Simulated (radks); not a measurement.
These are the eigenvalues of the occupied orbitals of an atom or ion with whole-number occupations (Ry). All-electron calculation, scalar-relativistic Kohn-Sham, B86b exchange with PBE correlation, spin-polarised, spherical densities, point nucleus. Program: a radial shooting solver on a logarithmic mesh with Libxc functionals.

orbital  eigenvalue
1s up     -2228.816
1s down   -2228.810
2s up     -340.1445
2s down   -340.1200
2p up     -305.4678
2p down   -305.4459
3s up     -67.58870
3s down   -67.57294
3p up     -56.28788
3p down   -56.26974
3d up     -39.05482
3d down   -39.02993
4s up     -12.01167
4s down   -11.92546
4p up      -8.53023
4p down    -8.44327
4d up      -3.44961
4d down    -3.35603
5s up      -1.61521
5s down    -1.44164
5p up      -0.92421
4f up      -0.03543

Which element is it, and in what charge state? The configuration may be excited. Open shells, if any, are filled with parallel spins first.

Answer. Z = 51, antimony, charge 0: Sb in [Kr] 4d9 5s2 5p3 4f1. The list shows which subshells hold electrons but not how many an open one holds; the 1s level, -1114.4 hartree, gives Z - s = 47.2 by -(Z - s)^2/2, which with screening and relativity narrows Z to a few neighbours, and the depths of the outer levels then fix element, charge and occupations together.
